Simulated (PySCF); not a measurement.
C9H6N4, SMILES C1=CC2=CC=NC3=CC=NC(=N1)N23.

Geometry: PBE0-D3(BJ)/def2-SVP.

Method: PBE/def2-SVP (PySCF).

Symmetry labels are those of the subgroup Cs that the program uses (full group Cs).

List the valence orbital energies around the gap with their symmetry. (Estimate from the structure and the level; the computed values follow.)


```csv
orbital,symmetry,energy (eV)
HOMO−7,A',-9.44
HOMO−6,A",-8.60
HOMO−5,A",-7.79
HOMO−4,A",-7.32
HOMO−3,A',-6.65
HOMO−2,A',-6.16
HOMO−1,A',-6.01
HOMO,A",-4.91
LUMO,A",-3.11
LUMO+1,A",-2.04
LUMO+2,A",-1.87
LUMO+3,A",0.85
```
